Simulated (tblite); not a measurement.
A geometry optimisation, step by step.

Compound: C6H8NS (doublet state).
SMILES with atom numbers: `[CH3:1][C@@H:2](/[C:3]=[CH:4]\[C:5]#[N:6])[CH2:7][SH:8]` (hydrogens: H9, H10, H11 on C1; H12 on C2; H13 on C4; H14, H15 on C7; H16 on S8)
Bond orders are those of one Lewis drawing.

Computed with GFN2-xTB (tblite), gas phase: L-BFGS steps from a force-field or distance-geometry start until the largest atomic force falls under 0.01 eV/Å. 11 of its 94 geometries are shown.

Step 0: E = -623.8442 eV, largest atomic force 2.367 eV/Å
```
atom  x, y, z in Å  |  force x, y, z in eV/Å
C1     -0.617   -1.834   -0.269   -0.377  -0.382  -0.311
C2     -0.629   -0.478    0.443    1.618   0.120   0.683
C3      0.772   -0.026    0.686   -2.142  -0.722  -0.344
C4      1.980    0.393    0.874   -0.121  -0.425   0.161
C5      2.343    1.696    0.498    0.929   2.095  -0.594
N6      2.633    2.771    0.164   -0.585  -1.747   0.523
C7     -1.475    0.589   -0.261   -0.346   0.204   0.230
S8     -0.971    0.985   -1.963    0.013  -0.092  -0.052
H9     -0.091   -1.794   -1.224   -0.121   0.139   0.110
H10    -0.131   -2.595    0.346   -0.028   0.191  -0.021
H11    -1.653   -2.174   -0.456    0.468   0.251   0.059
H12    -1.083   -0.647    1.441    0.118   0.224  -0.210
H13     2.723   -0.258    1.337    0.323   0.239  -0.011
H14    -1.456    1.520    0.311    0.077  -0.032  -0.026
H15    -2.521    0.257   -0.294    0.228  -0.014  -0.237
H16     0.168    1.605   -1.646   -0.054  -0.049   0.039
```

Step 9: E = -623.9698 eV, largest atomic force 0.222 eV/Å
```
atom  x, y, z in Å  |  force x, y, z in eV/Å
C1     -0.620   -1.833   -0.275   -0.044   0.052   0.016
C2     -0.608   -0.483    0.463    0.110  -0.025   0.066
C3      0.740   -0.061    0.692   -0.166  -0.142   0.039
C4      1.945    0.375    0.871    0.189   0.037   0.023
C5      2.345    1.682    0.495   -0.038   0.152  -0.068
N6      2.621    2.747    0.171   -0.008  -0.017  -0.008
C7     -1.472    0.592   -0.249    0.015  -0.040  -0.006
S8     -0.968    0.959   -1.956    0.051  -0.018  -0.051
H9     -0.103   -1.762   -1.230   -0.032   0.056   0.041
H10    -0.127   -2.586    0.338   -0.026   0.027  -0.078
H11    -1.646   -2.143   -0.457   -0.013  -0.013  -0.011
H12    -1.075   -0.619    1.451   -0.035  -0.010  -0.001
H13     2.747   -0.211    1.324    0.047  -0.053   0.029
H14    -1.446    1.522    0.319   -0.043  -0.002  -0.015
H15    -2.498    0.238   -0.331   -0.048  -0.006   0.022
H16     0.159    1.592   -1.637    0.041   0.000   0.002
```

Step 19: E = -623.9938 eV, largest atomic force 0.136 eV/Å
```
atom  x, y, z in Å  |  force x, y, z in eV/Å
C1     -0.643   -1.811   -0.279   -0.028   0.038   0.017
C2     -0.604   -0.486    0.507    0.085  -0.086   0.017
C3      0.767   -0.158    0.781   -0.135  -0.009  -0.016
C4      1.947    0.375    0.874    0.089   0.021   0.019
C5      2.301    1.687    0.465   -0.100   0.064  -0.036
N6      2.578    2.752    0.140   -0.055  -0.044  -0.024
C7     -1.446    0.586   -0.245    0.046  -0.047   0.064
S8     -0.905    0.910   -1.948    0.033   0.026  -0.040
H9     -0.147   -1.671   -1.239   -0.033  -0.077   0.056
H10    -0.137   -2.601    0.276   -0.030   0.076  -0.064
H11    -1.674   -2.109   -0.458    0.042   0.004   0.013
H12    -1.106   -0.619    1.478    0.002  -0.022  -0.045
H13     2.793   -0.162    1.308   -0.001  -0.012   0.013
H14    -1.466    1.530    0.296    0.067   0.028   0.037
H15    -2.464    0.206   -0.337   -0.015   0.035  -0.025
H16     0.199    1.580   -1.630    0.034   0.007   0.014
```

Step 28: E = -624.0478 eV, largest atomic force 0.419 eV/Å
```
atom  x, y, z in Å  |  force x, y, z in eV/Å
C1     -0.696   -1.816   -0.300    0.023  -0.051  -0.004
C2     -0.581   -0.542    0.551    0.068  -0.155   0.014
C3      0.789   -0.302    0.931   -0.249  -0.240  -0.236
C4      1.891    0.389    0.909    0.195   0.050  -0.008
C5      2.051    1.694    0.387    0.054   0.249  -0.180
N6      2.209    2.737   -0.069   -0.132  -0.175   0.101
C7     -1.298    0.606   -0.201   -0.007   0.084   0.033
S8     -0.690    0.904   -1.877    0.084   0.066  -0.321
H9     -0.268   -1.671   -1.290   -0.012   0.097   0.022
H10    -0.162   -2.634    0.173   -0.124  -0.118   0.060
H11    -1.755   -2.054   -0.408    0.172  -0.158  -0.020
H12    -1.151   -0.725    1.470   -0.040   0.135   0.098
H13     2.825   -0.018    1.290    0.021   0.008   0.137
H14    -1.244    1.534    0.355   -0.032   0.141   0.097
H15    -2.337    0.318   -0.362   -0.049   0.042   0.137
H16     0.408    1.587   -1.571    0.027   0.026   0.068
```

Step 37: E = -624.0948 eV, largest atomic force 0.064 eV/Å
```
atom  x, y, z in Å  |  force x, y, z in eV/Å
C1     -0.711   -1.849   -0.302   -0.016  -0.001  -0.009
C2     -0.576   -0.567    0.533    0.021  -0.031  -0.007
C3      0.807   -0.362    0.888   -0.031  -0.024   0.050
C4      1.880    0.382    0.900    0.010  -0.008   0.010
C5      1.973    1.682    0.348    0.001  -0.012   0.010
N6      2.036    2.727   -0.123   -0.029   0.028   0.011
C7     -1.247    0.634   -0.195    0.015  -0.022   0.004
S8     -0.630    0.943   -1.875   -0.010   0.006  -0.057
H9     -0.285   -1.688   -1.290    0.018  -0.036   0.004
H10    -0.193   -2.676    0.178    0.002   0.037  -0.007
H11    -1.758   -2.118   -0.416   -0.028   0.035  -0.013
H12    -1.143   -0.698    1.467    0.052   0.014  -0.002
H13     2.811    0.038    1.345    0.014  -0.015   0.021
H14    -1.138    1.543    0.393    0.025   0.037  -0.021
H15    -2.305    0.413   -0.331   -0.021  -0.022   0.037
H16     0.470    1.605   -1.532   -0.023   0.016  -0.033
```

Step 46: E = -624.1041 eV, largest atomic force 0.103 eV/Å
```
atom  x, y, z in Å  |  force x, y, z in eV/Å
C1     -0.714   -1.849   -0.308   -0.041  -0.050  -0.009
C2     -0.552   -0.567    0.520    0.020  -0.100  -0.012
C3      0.831   -0.395    0.891   -0.010   0.057   0.012
C4      1.890    0.369    0.922    0.029   0.001  -0.011
C5      1.939    1.667    0.361    0.000   0.050   0.057
N6      1.937    2.717   -0.105   -0.007  -0.032  -0.005
C7     -1.216    0.641   -0.202    0.024  -0.029   0.064
S8     -0.652    0.939   -1.900    0.021  -0.039  -0.060
H9     -0.276   -1.729   -1.298    0.044   0.054   0.059
H10    -0.224   -2.680    0.194   -0.026  -0.009  -0.028
H11    -1.767   -2.082   -0.432   -0.045  -0.012   0.006
H12    -1.111   -0.689    1.463   -0.010   0.008  -0.055
H13     2.815    0.046    1.387    0.049   0.006  -0.006
H14    -1.063    1.554    0.366   -0.006   0.070   0.058
H15    -2.283    0.434   -0.286   -0.017   0.019  -0.019
H16     0.438    1.633   -1.584   -0.025   0.007  -0.051
```

Step 56: E = -624.1131 eV, largest atomic force 0.066 eV/Å
```
atom  x, y, z in Å  |  force x, y, z in eV/Å
C1     -0.726   -1.852   -0.313    0.004  -0.015  -0.003
C2     -0.528   -0.579    0.522   -0.019  -0.037  -0.011
C3      0.857   -0.420    0.898   -0.011  -0.002   0.010
C4      1.902    0.366    0.954   -0.013  -0.018  -0.024
C5      1.896    1.666    0.399   -0.017  -0.016   0.016
N6      1.823    2.700   -0.095    0.012   0.063  -0.016
C7     -1.172    0.646   -0.197    0.012  -0.023   0.021
S8     -0.655    0.897   -1.921    0.015  -0.007  -0.008
H9     -0.260   -1.739   -1.289    0.003   0.016   0.012
H10    -0.280   -2.708    0.187   -0.005   0.006   0.019
H11    -1.787   -2.042   -0.454    0.014   0.015  -0.014
H12    -1.093   -0.691    1.460    0.007   0.005  -0.002
H13     2.840    0.064    1.407    0.000  -0.012  -0.005
H14    -0.978    1.561    0.358    0.005   0.020  -0.007
H15    -2.247    0.472   -0.253    0.001   0.009   0.010
H16     0.401    1.667   -1.675   -0.007  -0.003   0.002
```

Step 65: E = -624.1149 eV, largest atomic force 0.042 eV/Å
```
atom  x, y, z in Å  |  force x, y, z in eV/Å
C1     -0.727   -1.854   -0.311    0.001  -0.005  -0.010
C2     -0.531   -0.584    0.527   -0.019  -0.027  -0.008
C3      0.855   -0.427    0.899   -0.005  -0.004   0.019
C4      1.893    0.367    0.944   -0.002  -0.020   0.003
C5      1.879    1.673    0.402    0.022   0.012   0.001
N6      1.815    2.715   -0.077   -0.007   0.014   0.002
C7     -1.162    0.645   -0.193    0.004  -0.024   0.015
S8     -0.648    0.872   -1.922    0.000   0.012  -0.014
H9     -0.238   -1.738   -1.276    0.003  -0.019   0.000
H10    -0.299   -2.715    0.197   -0.017   0.010   0.003
H11    -1.786   -2.031   -0.477    0.013   0.002  -0.004
H12    -1.094   -0.698    1.466   -0.011   0.013  -0.004
H13     2.834    0.062    1.389    0.035   0.019  -0.012
H14    -0.947    1.562    0.351   -0.010   0.009   0.001
H15    -2.240    0.487   -0.239   -0.009   0.014   0.002
H16     0.388    1.673   -1.689    0.003  -0.007   0.004
```

Step 74: E = -624.1159 eV, largest atomic force 0.017 eV/Å
```
atom  x, y, z in Å  |  force x, y, z in eV/Å
C1     -0.725   -1.858   -0.311   -0.001   0.002  -0.004
C2     -0.533   -0.587    0.527   -0.007  -0.012  -0.004
C3      0.854   -0.427    0.900    0.003  -0.004  -0.006
C4      1.893    0.367    0.935   -0.010  -0.013   0.006
C5      1.875    1.678    0.405    0.006   0.007   0.001
N6      1.812    2.728   -0.056   -0.010   0.010  -0.005
C7     -1.161    0.645   -0.192    0.009  -0.013   0.005
S8     -0.653    0.867   -1.923   -0.002   0.008  -0.007
H9     -0.216   -1.757   -1.266    0.012   0.003   0.005
H10    -0.319   -2.720    0.212   -0.012   0.008   0.002
H11    -1.783   -2.025   -0.499    0.002   0.008   0.005
H12    -1.102   -0.700    1.462    0.008   0.006   0.005
H13     2.841    0.066    1.368    0.001  -0.004  -0.006
H14    -0.932    1.561    0.348   -0.012   0.008   0.007
H15    -2.240    0.502   -0.229    0.002  -0.008  -0.002
H16     0.381    1.670   -1.694    0.011  -0.007  -0.001
```

Step 84: E = -624.1169 eV, largest atomic force 0.027 eV/Å
```
atom  x, y, z in Å  |  force x, y, z in eV/Å
C1     -0.726   -1.858   -0.309   -0.001  -0.001   0.000
C2     -0.531   -0.586    0.527   -0.005  -0.010  -0.003
C3      0.858   -0.431    0.892    0.000   0.007  -0.002
C4      1.894    0.367    0.923   -0.002  -0.015   0.016
C5      1.865    1.685    0.411    0.016  -0.004  -0.005
N6      1.795    2.740   -0.038   -0.009   0.025  -0.004
C7     -1.160    0.645   -0.190    0.009  -0.011   0.001
S8     -0.658    0.874   -1.922    0.002  -0.014  -0.011
H9     -0.186   -1.773   -1.249   -0.009  -0.001  -0.002
H10    -0.354   -2.724    0.232   -0.005   0.001  -0.003
H11    -1.781   -2.004   -0.525    0.005   0.005  -0.005
H12    -1.097   -0.698    1.465    0.008   0.003   0.002
H13     2.849    0.064    1.340    0.007   0.001  -0.003
H14    -0.936    1.560    0.353   -0.005   0.017   0.007
H15    -2.239    0.497   -0.227   -0.009   0.002  -0.003
H16     0.398    1.651   -1.697   -0.002  -0.006   0.013
```

Step 93: E = -624.1172 eV, largest atomic force 0.007 eV/Å
```
atom  x, y, z in Å  |  force x, y, z in eV/Å
C1     -0.728   -1.856   -0.308   -0.001  -0.001   0.000
C2     -0.529   -0.585    0.528   -0.001  -0.002   0.001
C3      0.861   -0.428    0.888    0.001   0.000  -0.002
C4      1.899    0.368    0.918   -0.001  -0.003   0.001
C5      1.866    1.690    0.413    0.001  -0.001   0.007
N6      1.787    2.747   -0.026    0.001   0.006  -0.001
C7     -1.162    0.644   -0.189    0.002  -0.002  -0.002
S8     -0.656    0.867   -1.921    0.000   0.001  -0.004
H9     -0.177   -1.778   -1.243   -0.004  -0.002   0.001
H10    -0.371   -2.726    0.237   -0.001   0.001  -0.004
H11    -1.782   -1.990   -0.537    0.002   0.001   0.003
H12    -1.091   -0.697    1.468   -0.001   0.002   0.002
H13     2.856    0.062    1.328   -0.001   0.003  -0.003
H14    -0.943    1.562    0.352    0.002   0.001   0.000
H15    -2.241    0.493   -0.229   -0.001  -0.002   0.000
H16     0.403    1.637   -1.690    0.000  -0.001   0.002
```

Question: Summarise the path.

Answer: The energy falls by 0.2731 eV from step 0 to step 93; nine tenths of that is first reached at step 35. It rises by more than 0.2 meV at step 1. The largest force goes from 2.367 to 0.007 eV/Å. Among the bonds C2–C3 changes most, from 1.492 to 1.445 Å; the atoms move by 0.371 Å rms after alignment.

What follows is the cost of the whole relaxation. Hardware: an Arm Neoverse V2 with one thread, shared host with 32 logical CPUs at a one-minute load of 24. Cost: 0.52 s.
